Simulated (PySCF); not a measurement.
Job file and geometry (Å, from GFN2-xTB) of an NMR shielding run on `C#C[C@@H](C#[O+])CC`, [C6H7O]+, GIAO PBE0/pcSseg-1 NMR shielding, non-relativistic, gas phase in PySCF 2.14.0, density-fitted response routines; density fitting, a coarse starting grid and PySCF grid level 2 are the driver's defaults:

```
{"job": {"kind": "nmr", "xc": "PBE0", "basis": "pcSseg-1"}, "charge": 1, "multiplicity": 1}
C      2.142054    -1.393801    -0.015976
C      1.412481    -0.450461     0.091050
C      0.469586     0.675806     0.198127
C      1.236638     1.704715    -0.330957
O      1.889725     2.455625    -0.844687
C     -0.853059     0.433575    -0.620045
C     -1.651266    -0.678008     0.035998
H      2.758213    -2.246775    -0.078231
H      0.200372     0.847468     1.250561
H     -1.427520     1.359741    -0.633791
H     -0.590126     0.159564    -1.641774
H     -1.976755    -0.400214     1.035066
H     -2.535805    -0.870076    -0.566479
H     -1.075217    -1.597631     0.093994
```

Problem. What does the program print?

Solution. 
```
coarse grid: 11944 points
cycle   1  E = -307.0754592282  dE =  1.459e+00  |g| = 8.077e-01  |ddm| = 3.489e+00
cycle   2  E = -306.5253212449  dE =  5.501e-01  |g| = 1.899e+00  |ddm| = 1.900e+00
cycle   3  E = -307.2157665854  dE = -6.904e-01  |g| = 2.228e-01  |ddm| = 1.123e+00
cycle   4  E = -307.2268338354  dE = -1.107e-02  |g| = 7.671e-02  |ddm| = 2.525e-01
cycle   5  E = -307.2280912105  dE = -1.257e-03  |g| = 1.216e-02  |ddm| = 6.177e-02
cycle   6  E = -307.2281060650  dE = -1.485e-05  |g| = 8.572e-03  |ddm| = 1.388e-02
cycle   7  E = -307.2281233586  dE = -1.729e-05  |g| = 2.013e-03  |ddm| = 6.230e-03
cycle   8  E = -307.2281242911  dE = -9.325e-07  |g| = 5.246e-04  |ddm| = 1.724e-03
final grid: 116064 points
cycle   9  E = -307.2839375727  dE = -1.331e-05  |g| = 1.326e-02  |ddm| = 4.344e-02
cycle  10  E = -307.2838171015  dE =  1.205e-04  |g| = 2.882e-02  |ddm| = 2.233e-02
cycle  11  E = -307.2839707336  dE = -1.536e-04  |g| = 2.871e-03  |ddm| = 1.519e-02
cycle  12  E = -307.2839725512  dE = -1.818e-06  |g| = 6.124e-04  |ddm| = 2.338e-03
cycle  13  E = -307.2839726302  dE = -7.899e-08  |g| = 2.561e-04  |ddm| = 5.558e-04
cycle  14  E = -307.2839726454  dE = -1.520e-08  |g| = 6.119e-05  |ddm| = 2.140e-04
cycle  15  E = -307.2839726463  dE = -9.154e-10  |g| = 1.180e-05  |ddm| = 6.246e-05
converged SCF energy = -307.2839726463

GIAO shielding tensors (ppm)
atom      isotropic    diamagn.    paramagn.     s11        s22        s33       span
  0 C       82.225     254.456    -172.231     -4.970     16.660    234.984    239.955
  1 C      123.647     267.617    -143.970     26.088     55.795    289.057    262.969
  2 C      166.949     243.904     -76.955    150.499    167.601    182.746     32.247
  3 C       25.386     263.359    -237.973   -100.512    -85.265    261.937    362.449
  4 O      -27.326     395.316    -422.641   -202.623   -141.351    261.996    464.620
  5 C      147.265     247.798    -100.533    128.684    139.303    173.807     45.123
  6 C      170.549     246.224     -75.675    154.385    169.667    187.595     33.209
  7 H       28.176      32.013      -3.838     23.211     23.457     37.859     14.648
  8 H       26.940      26.085       0.855     23.718     24.319     32.783      9.065
  9 H       28.916      28.719       0.198     23.696     28.047     35.006     11.311
 10 H       28.850      29.518      -0.667     24.550     28.230     33.770      9.221
 11 H       30.209      28.241       1.968     25.815     27.632     37.180     11.365
 12 H       29.444      26.636       2.808     24.627     26.168     37.538     12.911
 13 H       29.474      29.164       0.310     24.526     29.473     34.424      9.898
```

Problem. Turn these shieldings into chemical shifts. δ = σ(ref) − σ, references computed at the same level: TMS for 13C (σ = 186.93 ppm), 1H (σ = 31.72 ppm); 17O (σ = 336.08 ppm) vs H2O.

Solution. Averaging equivalent atoms: C 3: 161.5; C 0: 104.7; C 1: 63.3; C 5: 39.7; C 2: 20.0; C 6: 16.4; O 4: 363.4; H 8: 4.78; H 7: 3.54; H 10: 2.87; H 9: 2.80; H 11/12/13: 2.01 ppm. Unscaled 17O shifts of doubly bonded oxygen tend to come out too high, by tens of ppm or more. Experimental scales use liquid or dissolved standards, which lie at an offset from isolated H2O (liquid H2O: subtract about 36 ppm).

Size and cost of the density-fitted run: 154 basis functions, 30 s wall time on 1 thread of an x86-64 server CPU, shared host.
